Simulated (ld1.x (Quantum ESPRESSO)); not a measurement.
Pseudopotential generation for Bi: ultrasoft, PBEsol, scalar-relativistic.

The input file (ld1.x (Quantum ESPRESSO) 7.5):

```
&input
   title='Bi', zed=83., rel=1, dft='PBESOL', iswitch=3,
   config='[Xe] 4f14 5d10 6s2 6p2.5 6d-2',
   nld=3, rlderiv=2.40, eminld=-3.0, emaxld=5.0, deld=0.02
 /
 &inputp
   pseudotype=3, tm=.true., lloc=-2, rcloc=1.80,
   nlcc=.true., new_core_ps=.true.,
   file_pseudopw='Bi.UPF', file_wfcaegen='ae.wfc', file_wfcncgen='nc.wfc', file_beta='beta', file_chi='chi', file_wfcusgen='us.wfc'
 /
5
6S  1  0   2.00   0.00  2.00  2.20  0.0
6S  1  0   0.00  -0.20  2.00  2.20  0.0
6P  2  1   2.50   0.00  1.70  2.05  0.0
6P  2  1   0.00   1.10  1.70  2.05  0.0
6D  3  2  -2.00   0.05  1.30  1.65  0.0
 &test
   configts(1)='6s2 6p2.5'
 /
```

Command:

```bash
ld1.x < Bi.in > Bi.out
```

Output (shortened: banner, matrices, multipoles, cross overlaps and the repeated all-electron block are left out):

```
Program LD1 v.7.5

     !!!!!!!!!!!!!!!!!!! WARNING !!!!!!!!!!!!!!!!!!!!!!!
     Message from routine ld1_readin:
     US requires at least two energies per channel 6D
     !!!!!!!!!!!!!!!!!!!!!!!!!!!!!!!!!!!!!!!!!!!!!!!!!!!
     --------------------------- All-electron run ----------------------------

     Bi
     scalar relativistic calculation

     atomic number is 83.00
     dft =PBESOL   lsd =0 sic =0 latt =0  beta=0.20 tr2=1.0E-14
     Exchange-correlation= PBESOL
                           (   1   4  10   8   0   0   0)
     mesh =1283 r(mesh) = 100.09897 a.u. xmin = -7.00 dx = 0.01250
     1 Ry =  13.60569312 eV, c = 137.03599908

     n l     nl                  e(Ry)          e(Ha)          e(eV)
     1 0     1S 1( 2.00)     -6663.5203     -3331.7602    -90661.8129
     2 0     2S 1( 2.00)     -1197.4987      -598.7494    -16292.8000
     2 1     2P 1( 6.00)     -1024.2805      -512.1403    -13936.0462
     3 0     3S 1( 2.00)      -289.2656      -144.6328     -3935.6590
     3 1     3P 1( 6.00)      -239.7952      -119.8976     -3262.5805
     4 0     4S 1( 2.00)       -66.5880       -33.2940      -905.9765
     4 1     4P 1( 6.00)       -50.3826       -25.1913      -685.4896
     3 2     3D 1(10.00)      -190.1573       -95.0787     -2587.2220
     5 0     5S 1( 2.00)       -11.8850        -5.9425      -161.7030
     5 1     5P 1( 6.00)        -7.3293        -3.6647       -99.7206
     4 2     4D 1(10.00)       -31.8816       -15.9408      -433.7716
     4 3     4F 1(14.00)       -11.5051        -5.7525      -156.5346
     5 2     5D 1(10.00)        -2.2744        -1.1372       -30.9445
     6 0     6S 1( 2.00)        -1.3391        -0.6695       -18.2190
     6 1     6P 1( 2.50)        -0.5813        -0.2907        -7.9091

     final scf error:  6.9E-15 reached in  23 iterations

     Etot =  -43049.913437 Ry,  -21524.956718 Ha, -585723.911193 eV

     Ekin =   48846.816196 Ry,   24423.408098 Ha,  664594.791198 eV
     Encl = -107619.390915 Ry,  -53809.695458 Ha,-1464236.406876 eV
     Eh   =   16500.178642 Ry,    8250.089321 Ha,  224496.367075 eV
     Exc  =    -777.517359 Ry,    -388.758680 Ha,  -10578.662590 eV

     normalization and overlap integrals

     s(1S/1S) =  1.000000  <r> =   0.0158  <r2> =    0.0003  r(max) =   0.0096
     s(2S/2S) =  1.000000  <r> =   0.0665  <r2> =    0.0052  r(max) =   0.0561
     s(2P/2P) =  1.000000  <r> =   0.0606  <r2> =    0.0045  r(max) =   0.0471
     s(3S/3S) =  1.000000  <r> =   0.1716  <r2> =    0.0337  r(max) =   0.1582
     s(3P/3P) =  1.000000  <r> =   0.1738  <r2> =    0.0350  r(max) =   0.1582
     s(4S/4S) =  1.000000  <r> =   0.3771  <r2> =    0.1604  r(max) =   0.3565
     s(4P/4P) =  1.000000  <r> =   0.4027  <r2> =    0.1842  r(max) =   0.3748
     s(3D/3D) =  1.000000  <r> =   0.1575  <r2> =    0.0290  r(max) =   0.1295
     s(5S/5S) =  1.000000  <r> =   0.8305  <r2> =    0.7725  r(max) =   0.7739
     s(5P/5P) =  1.000000  <r> =   0.9480  <r2> =    1.0128  r(max) =   0.8553
     s(4D/4D) =  1.000000  <r> =   0.4226  <r2> =    0.2060  r(max) =   0.3795
     s(4F/4F) =  1.000000  <r> =   0.4411  <r2> =    0.2322  r(max) =   0.3434
     s(5D/5D) =  1.000000  <r> =   1.2339  <r2> =    1.7630  r(max) =   1.0316
     s(6S/6S) =  1.000000  <r> =   2.1466  <r2> =    5.2037  r(max) =   1.8564
     s(6P/6P) =  1.000000  <r> =   2.9018  <r2> =    9.6463  r(max) =   2.4137

     ------------------------ End of All-electron run ------------------------

     --------------------- Generating US pseudopotential ---------------------

      Generating local potential from pseudized AE potential:
      Matching radius rcloc =   1.8000
      Enforcing V''(0)=0 (lloc=-2)

      Local pseudo, rcloc= 1.788 Estimated cut-off energy=    10.13 Ry

      Computing core charge for nlcc:

       r > 1.77 : true rho core
      Core charge pseudized with two Bessel functions
      Integrated core pseudo-charge :  16.58

      Wfc   6S  rcut= 1.976  Using Troullier-Martins method
      Wfc-us  6S rcutus= 2.184  Estimated cut-off energy=     9.96 Ry

      Wfc   6S  rcut= 1.976  Using Troullier-Martins method
      Wfc-us  6S rcutus= 2.184  Estimated cut-off energy=    12.39 Ry

      Wfc   6P  rcut= 1.701  Using Troullier-Martins method
      Wfc-us  6P rcutus= 2.026  Estimated cut-off energy=    17.40 Ry

      Wfc   6P  rcut= 1.701  Using Troullier-Martins method
      Wfc-us  6P rcutus= 2.026  Estimated cut-off energy=    19.60 Ry

      Wfc   6D  rcut= 1.292  Using Troullier-Martins method
      Wfc-us  6D rcutus= 1.659  Estimated cut-off energy=    66.58 Ry

     ------------------- End of pseudopotential generation -------------------

     Computing logarithmic derivative in   2.39870
     Computing logarithmic derivative in   2.39870
     Computing the partial wave expansion
     R is outside the sphere for l=    0 j= 0.00
     R is outside the sphere for l=    0 j= 0.00
     R is outside the sphere for l=    1 j= 0.00
     R is outside the sphere for l=    1 j= 0.00
     R is outside the sphere for l=    2 j= 0.00

     ---------------------- Testing the pseudopotential ----------------------

     Bi
     scalar relativistic calculation

     atomic number is 83.00   valence charge is  5.00
     dft =PBESOL   lsd =0 sic =0 latt =0  beta=0.20 tr2=1.0E-14
     mesh =1283 r(mesh) = 100.09897 xmin = -7.00 dx = 0.01250

     n l     nl             e AE (Ry)        e PS (Ry)    De AE-PS (Ry)
     1 0     6S   1( 2.00)       -1.33907       -1.33907        0.00000
     2 1     6P   1( 2.50)       -0.58131       -0.58131        0.00000

     eps = 2.9E-16  iter =  3

     Etot =  -43049.913437 Ry,  -21524.956718 Ha, -585723.911193 eV
     Etotps =   -37.432917 Ry,     -18.716459 Ha,    -509.300787 eV

     Ekin =       3.138045 Ry,       1.569023 Ha,      42.695282 eV
     Encl =     -20.349902 Ry,     -10.174951 Ha,    -276.874517 eV
     Ehrt =       7.124951 Ry,       3.562475 Ha,      96.939895 eV
     Ecxc =     -29.976329 Ry,     -14.988165 Ha,    -407.848737 eV
     (Ecc =     -26.584660 Ry,     -13.292330 Ha,    -361.702723 eV)
     Epseu=       2.630317 Ry,       1.315159 Ha,      35.787289 eV

     ---------------------- End of pseudopotential test ----------------------
```

Note: ghost state, extra bound levels that the all-electron valence spectrum of the same l lacks: d at -30.0 eV. A true bound ghost makes a file unfit for plane-wave use.

Generation and configuration tests took about 2.3 s on one core of a shared server CPU.

Transferability test of the new file with ld1.x, input:

```
&input
   title='Bi', zed=83., rel=1, dft='PBESOL', iswitch=2,
   config='[Xe] 4f14 5d10 6s2 6p2.5 6d-2'
 /
 &test
   file_pseudo='Bi.UPF', nconf=8,
   configts(1)='6s2 6p2.5',
   configts(2)='6s2 6p3',
   configts(3)='6s2 6p2',
   configts(4)='6s2 6p1',
   configts(5)='6s1 6p4',
   configts(6)='6s2 6p3.3',
   configts(7)='6s1 6p0',
   configts(8)='6s2 6p0'
 /
```

```bash
ld1.x < Bi.test.in > Bi.test.out
```

Pseudopotential blocks of its output, shortened (energy terms left out):

```
     ---------------------- Testing the pseudopotential ----------------------

     n l     nl             e AE (Ry)        e PS (Ry)    De AE-PS (Ry)
     1 0     6S   1( 2.00)       -1.33907       -1.33907        0.00000
     2 1     6P   1( 2.50)       -0.58131       -0.58131        0.00000

     eps = 3.2E-16  iter =  3

     Etot =  -43049.913437 Ry,  -21524.956718 Ha, -585723.911193 eV
     Etotps =   -37.432917 Ry,     -18.716459 Ha,    -509.300787 eV

     ---------------------- End of pseudopotential test ----------------------

          ---------------------- Testing the pseudopotential ----------------------

     n l     nl             e AE (Ry)        e PS (Ry)    De AE-PS (Ry)
     1 0     6S   1( 2.00)       -1.06829       -1.06713       -0.00115
     2 1     6P   1( 3.00)       -0.33788       -0.33745       -0.00043

     eps = 9.2E-15  iter =  8

     Etot =  -43050.142242 Ry,  -21525.071121 Ha, -585727.024246 eV
     Etotps =   -37.661687 Ry,     -18.830844 Ha,    -512.413362 eV
     dEtot_ae =      -0.228805 Ry
     dEtot_ps =      -0.228770 Ry,   Delta E=      -0.000035 Ry

     ---------------------- End of pseudopotential test ----------------------

          ---------------------- Testing the pseudopotential ----------------------

     n l     nl             e AE (Ry)        e PS (Ry)    De AE-PS (Ry)
     1 0     6S   1( 2.00)       -1.63122       -1.63354        0.00232
     2 1     6P   1( 2.00)       -0.84393       -0.84518        0.00125

     eps = 6.8E-16  iter =  9

     Etot =  -43049.558003 Ry,  -21524.779002 Ha, -585719.075275 eV
     Etotps =   -37.077048 Ry,     -18.538524 Ha,    -504.458934 eV
     dEtot_ae =       0.355433 Ry
     dEtot_ps =       0.355870 Ry,   Delta E=      -0.000436 Ry

     ---------------------- End of pseudopotential test ----------------------

          ---------------------- Testing the pseudopotential ----------------------

     n l     nl             e AE (Ry)        e PS (Ry)    De AE-PS (Ry)
     1 0     6S   1( 2.00)       -2.26423       -2.27582        0.01159  !
     2 1     6P   1( 1.00)       -1.41348       -1.42101        0.00753  !

     eps = 5.6E-15  iter = 10

     Etot =  -43048.434196 Ry,  -21524.217098 Ha, -585703.785100 eV
     Etotps =   -35.948796 Ry,     -17.974398 Ha,    -489.108283 eV
     dEtot_ae =       1.479241 Ry
     dEtot_ps =       1.484122 Ry,   Delta E=      -0.004881 Ry

     ---------------------- End of pseudopotential test ----------------------

          ---------------------- Testing the pseudopotential ----------------------

     n l     nl             e AE (Ry)        e PS (Ry)    De AE-PS (Ry)
     1 0     6S   1( 1.00)       -1.14399       -1.14780        0.00381
     2 1     6P   1( 4.00)       -0.38744       -0.38818        0.00074

     eps = 3.0E-15  iter =  7

     Etot =  -43049.398724 Ry,  -21524.699362 Ha, -585716.908164 eV
     Etotps =   -36.916849 Ry,     -18.458424 Ha,    -502.279312 eV
     dEtot_ae =       0.514713 Ry
     dEtot_ps =       0.516069 Ry,   Delta E=      -0.001356 Ry

     ---------------------- End of pseudopotential test ----------------------

          ---------------------- Testing the pseudopotential ----------------------

     n l     nl             e AE (Ry)        e PS (Ry)    De AE-PS (Ry)
     1 0     6S   1( 2.00)       -0.91871       -0.91729       -0.00141
     2 1     6P   1( 3.30)       -0.20324       -0.20282       -0.00042

     eps = 9.6E-15  iter =  7

     Etot =  -43050.223120 Ry,  -21525.111560 Ha, -585728.124650 eV
     Etotps =   -37.742483 Ry,     -18.871242 Ha,    -513.512648 eV
     dEtot_ae =      -0.309683 Ry
     dEtot_ps =      -0.309566 Ry,   Delta E=      -0.000117 Ry

     ---------------------- End of pseudopotential test ----------------------

          ---------------------- Testing the pseudopotential ----------------------

     n l     nl             e AE (Ry)        e PS (Ry)    De AE-PS (Ry)
     1 0     6S   1( 1.00)       -3.74638       -3.81023        0.06385  !
     2 1     6P   1( 0.00)       -2.74699       -2.79533        0.04834  !

     eps = 1.4E-16  iter =  7

     Etot =  -43043.374908 Ry,  -21521.687454 Ha, -585634.949970 eV
     Etotps =   -30.828245 Ry,     -15.414122 Ha,    -419.439636 eV
     dEtot_ae =       6.538529 Ry
     dEtot_ps =       6.604673 Ry,   Delta E=      -0.066144 Ry

     ---------------------- End of pseudopotential test ----------------------

          ---------------------- Testing the pseudopotential ----------------------

     n l     nl             e AE (Ry)        e PS (Ry)    De AE-PS (Ry)
     1 0     6S   1( 2.00)       -2.94625       -2.97521        0.02896  !
     2 1     6P   1( 0.00)       -2.02801       -2.04908        0.02107  !

     eps = 3.7E-16  iter =  7

     Etot =  -43046.717493 Ry,  -21523.358746 Ha, -585680.428159 eV
     Etotps =   -34.217656 Ry,     -17.108828 Ha,    -465.554927 eV
     dEtot_ae =       3.195944 Ry
     dEtot_ps =       3.215261 Ry,   Delta E=      -0.019317 Ry

     ---------------------- End of pseudopotential test ----------------------
```
